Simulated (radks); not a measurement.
Problem. The iron ion Fe4+, configuration [Ar] 3d4. Method: scalar-relativistic Kohn-Sham, PBE, spin-polarised, spherical densities, finite nucleus; open shells are filled with parallel spins first; Fermi nuclear charge, rms radius 3.7377 fm; computed with a radial shooting solver on a logarithmic mesh with Libxc functionals. Some entries of the table are withheld. Estimate them.

orbital  occ.  eigenvalue (hartree)  <r> (bohr)
1s down     1             -259.4162     0.05846
1s up       1             -259.4156     0.05846
2s up       1             -32.41331      0.2671
2s down     1             -32.32558      0.2666
2p up       3                   (1)      0.2358
2p down     3                   (2)      0.2352
3s up       1              -5.67666      0.7938
3s down     1              -5.48247      0.7973
3p up       3              -4.40714         (3)
3p down     3              -4.21669         (4)
3d up       4              -2.40049      0.9127
3d down     0              -2.21581      0.9353

Solution. 
(1) 2p up eigenvalue (hartree): -27.94366
(2) 2p down eigenvalue (hartree): -27.87725
(3) 3p up <r> (bohr): 0.8272
(4) 3p down <r> (bohr): 0.8332
